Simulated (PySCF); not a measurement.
Computed IR spectrum (relative IR intensity) of a molecule C3H8O2Si. Coordinates come from a PBE-D3(BJ)/def2-SVP optimisation. One conformer was computed; it need not be the lowest. Method: PBE-D3(BJ)/def2-SVP run with PySCF. Frequencies are harmonic and unscaled.

```tsv
ν (cm⁻¹)	relative intensity
257	4.1
486	4.5
514	3.7
568	5.3
594	22
710	7.4
751	21
802	12
851	7.7
895	51
911	20
955	21
964	23
1049	85
1077	31
1085	4.2
1222	44
1312	26
1368	16
1379	2.8
1394	4.9
1710	57
2137	54
2182	50
3461	100
```

Question: Identify the compound among the candidates.
A) [SiH3]CC1OCO1
B) CC(=O)C[SiH2]O
C) O[Si]1(O)CCC1
D) O[C@H]1CO[SiH2]C1

Answer: B, CC(=O)C[SiH2]O
